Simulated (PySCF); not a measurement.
# [LaCl2]+: one run

[LaCl2]+ (singlet). PySCF 2.14.0, RHF HF, La def2-SVP with ECP46, Cl def2-SVP; non-relativistic Hamiltonian with scalar-relativistic core potentials where named; density fitting; no spin-orbit coupling. Purpose: level HF.

```python
mol = gto.M(atom='''
La    -0.00000    -0.00000    -0.61146
Cl     2.03087    -0.00000     0.85781
Cl    -2.03087     0.00000     0.85781''',
    basis={'La': 'def2-SVP', 'Cl': 'def2-SVP'},
    ecp={'La': 'def2-SVP'},
    charge=1, spin=0)
mf = scf.RHF(mol)
mf = mf.density_fit()  # fitting sets: La def2-universal-JKFIT, Cl def2-universal-JKFIT
mf.conv_tol = 1e-08; mf.max_cycle = 55
mf.kernel(dm0)  # dm0: converged density of the relaxed state
mf.nuc_grad_method().kernel()
```

Run from Python with OMP_NUM_THREADS=2; the lines above give its settings. Where DIIS fails, smearing, a level shift and second-order steps follow.
It took 1.1 s on 2 threads of Arm Neoverse V1, with other jobs on the host, from an already converged density.

Question: Where do the frontier levels lie, over both spins?

Answer: HOMO -16.35 eV, LUMO -5.19 eV. 

Question: What are the Mulliken charges and spins?

Answer: 
```json
{"atom": "La1", "charge (e)": "1.574", "spin (e)": "0.000"}
{"atom": "Cl2", "charge (e)": "-0.287", "spin (e)": "0.000"}
{"atom": "Cl3", "charge (e)": "-0.287", "spin (e)": "0.000"}
```

Question: What forces act on the atoms (eV/Å)?

Answer: 
```
La   0.00  0.00 -0.58
Cl   0.54  0.00  0.29
Cl  -0.54  0.00  0.29
```


The geometry was relaxed with PBE0 (La def2-SVP with ECP46, Cl def2-SVP).
